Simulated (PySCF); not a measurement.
# Ionisation energy of K²⁺ by level of theory

K²⁺ [Ne] 3s2 3p5 (2P) → K³⁺ [Ne] 3s2 3p4 (3P), as a difference of total energies. Computed with PySCF 2.14 in x2c-SVPall, with scalar relativity by spin-free X2C-1e. Correlated levels: valence: [Ne] 3s2 frozen. The calculations carry no spin-orbit coupling.

| method | ionisation energy (eV) |
| --- | --- |
| UHF | 46.917 |
| M06-L | 48.385 |
| MP2 (valence) | 47.225 |
| SCS-MP2 (valence) | 47.231 |
| CCSD(T) (valence) | 47.261 |

Q: Estimate what B3LYP gives.

A: 48.423 eV, closest to M06-L among the rows shown.

Q: Estimate what CCSD (valence) gives.

A: 47.261 eV, closest to CCSD(T) (valence) among the rows shown.

The reference lies between the lowest fine-structure levels, while these numbers refer to the centres of the terms.

Errors of the correlated levels include the incompleteness of this basis and the frozen core.

For comparison: 45.803 eV (semi-empirical (NIST evaluation); NIST Atomic Spectra Database, ionization energies).
